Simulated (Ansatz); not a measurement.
Geometry optimisation, Ansatz 0.2.0, DFT PBE-D3(BJ), scalar-relativistic, plane waves, PAW.

Input file:

```yaml
accuracy: low
crystal:
  lattice:
    - [6.71657, 0.0, 0.0]
    - [0.0, 6.71657, 0.0]
    - [0.0, 0.0, 6.71657]
  atoms:
    - { symbol: O, position: [0.5186175, 0.0352521, 0.3476072] }
    - { symbol: H, position: [0.4256126, -0.0539907, 0.2829468] }
    - { symbol: H, position: [0.6157454, 0.0646375, 0.2451482] }
    - { symbol: O, position: [0.5001492, 0.5087612, 0.8764593] }
    - { symbol: H, position: [0.5410364, 0.6123134, 0.7848059] }
    - { symbol: H, position: [0.5184415, 0.386802, 0.8017163] }
    - { symbol: O, position: [0.9388717, 0.671144, 0.3583561] }
    - { symbol: H, position: [1.0497721, 0.7420119, 0.2994153] }
    - { symbol: H, position: [0.8608277, 0.6280247, 0.2450201] }
    - { symbol: O, position: [0.936218, 0.9094337, 0.9079987] }
    - { symbol: H, position: [0.9859416, 1.0293802, 0.8452645] }
    - { symbol: H, position: [1.0077211, 0.8031835, 0.8417161] }
    - { symbol: O, position: [0.1216408, 0.3953944, 0.5529451] }
    - { symbol: H, position: [0.2051038, 0.4721151, 0.4638214] }
    - { symbol: H, position: [-0.0099912, 0.4056568, 0.494955] }
    - { symbol: O, position: [0.1338825, 0.4158359, 0.032152] }
    - { symbol: H, position: [0.1332836, 0.5214169, 0.1303734] }
    - { symbol: H, position: [0.2327774, 0.323075, 0.0812477] }
    - { symbol: O, position: [0.4047923, 0.6270867, 0.2364234] }
    - { symbol: H, position: [0.3826547, 0.7052736, 0.3555532] }
    - { symbol: H, position: [0.5017465, 0.7036041, 0.1619913] }
    - { symbol: O, position: [0.3758564, 0.1132871, 0.7472651] }
    - { symbol: H, position: [0.2371779, 0.126792, 0.7844275] }
    - { symbol: H, position: [0.3770727, 0.0004977, 0.6574194] }
    - { symbol: O, position: [0.7542223, 0.5635109, 0.646872] }
    - { symbol: C, position: [0.6764675, 0.523834, 0.4657411] }
    - { symbol: O, position: [0.7126206, 0.3770247, 0.3671282] }
    - { symbol: H, position: [0.8422935, 0.4514846, 0.6783747] }
    - { symbol: H, position: [0.5759513, 0.6448104, 0.4221753] }
basis:
  ecutwfc: 420.0
kpoints:
  mp_grid: { grid: [1, 1, 1] }
hamiltonian:
  xc: pbe
  dispersion: d3bj
scf:
  occupations: { method: fermi_dirac, width: 0.02 }
  lower_state_search: "off"
relax:
  f_tol: 0.3
  max_steps: 15
  adjacent_minimum: "off"
```

Run as:

```bash
$ ansatz run input.yaml --threads 1 --pin off --max-ram 3072MiB --backend cpu --events-out ev --progress --plain --runs-dir out
```

Q: Where does it end, and by what steps?

A: The run ended unconverged. Limits of this set-up: coarse k mesh, low accuracy level. After 14 steps the energy has fallen by 6.302 eV; H9 moved furthest, 1.47 Å.

| step | energy less start (eV) | largest force component (eV/Å) | accepted |
| --- | --- | --- | --- |
| 0 | 0.0000 | 1.952 | yes |
| 1 | -1.6971 | 1.019 | yes |
| 2 | -2.5719 | 2.435 | yes |
| 3 | -3.4841 | 2.128 | yes |
| 4 | -4.0179 | 1.687 | yes |
| 5 | -4.4603 | 1.178 | yes |
| 6 | -4.7879 | 0.958 | yes |
| 7 | -5.0409 | 0.985 | yes |
| 8 | -5.2665 | 0.779 | yes |
| 9 | -5.4428 | 0.969 | yes |
| 10 | -5.6081 | 1.081 | yes |
| 11 | -5.7907 | 1.137 | yes |
| 12 | -6.0121 | 0.882 | yes |
| 13 | -6.2006 | 0.911 | yes |
| 14 | -6.3025 | 0.586 | yes |

```xyz
29
Lattice="6.7166 0.0000 0.0000 0.0000 6.7166 0.0000 0.0000 0.0000 6.7166" Properties=species:S:1:pos:R:3
O 3.182 0.105 2.480
H 2.579 0.698 2.000
H 4.052 0.554 2.417
O 3.384 3.684 6.283
H 4.319 3.897 6.122
H 3.263 2.750 5.976
O 6.114 4.698 1.428
H 7.085 4.842 1.512
H 5.844 5.377 0.749
O 5.395 6.475 6.031
H 5.997 7.187 6.368
H 5.856 6.080 5.271
O 1.243 2.550 3.446
H 1.666 3.249 2.852
H 0.606 2.067 2.867
O 0.489 1.568 0.457
H 0.219 2.508 0.483
H 1.254 1.519 -0.169
O 2.198 4.395 1.830
H 2.658 5.230 2.107
H 2.677 4.102 1.002
O 2.573 1.277 5.373
H 2.187 1.573 4.501
H 3.174 0.531 5.180
O 5.708 3.608 4.328
C 4.926 2.945 3.473
O 5.289 1.983 2.812
H 6.657 3.269 4.178
H 3.894 3.347 3.450
```

Run time: 34 s on 1 CPU thread of a shared host.
